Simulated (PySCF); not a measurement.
# Diatomics of Na with group 15

PBE0 with double-zeta basis sets in PySCF, for the lowest determinant that a PBE0 search found; no spin–orbit coupling. De refers to high-spin ground-configuration atoms. A positive dipole means M(−)Na(+).

| M | basis | state (unpaired electrons) | Re (Å) | ωe (cm⁻¹) | De (eV) | μ (D) |
| --- | --- | --- | --- | --- | --- | --- |
| N | 6-31G(d,p) | triplet (π ↑↑) | 2.265 | 364 | 0.92 | 4.94 |
| P | x2c-SVPall | triplet (π ↑↑) | 2.668 | 274 | 1.27 | 6.74 |
| As | def2-SVP | triplet (π ↑↑) | 2.748 | 227 | 1.24 | 6.70 |
| Bi | def2-SVP | triplet (π ↑↑) | 2.991 | 186 | 1.10 | 6.18 |

**Question.** The row for M = Sb is missing. Estimate Re, ωe and De as the mean of the rows for As and Bi, and compare with the calculation.

**Answer.** The means are 2.870 Å, 206 cm⁻¹ and 1.17 eV. PBE0 in def2-SVP gives NaSb as a triplet (π ↑↑) with Re = 2.931 Å, ωe = 200 cm⁻¹, De = 1.18 eV, so the estimate is off by -6.1 pm, +3 % and -0.01 eV.

The rows differ in basis set, which adds steps of its own.

Spin–orbit coupling is left out, which matters for elements this heavy, above all for dissociation energies. States were picked by a PBE0 search and need not be the measured ground states.
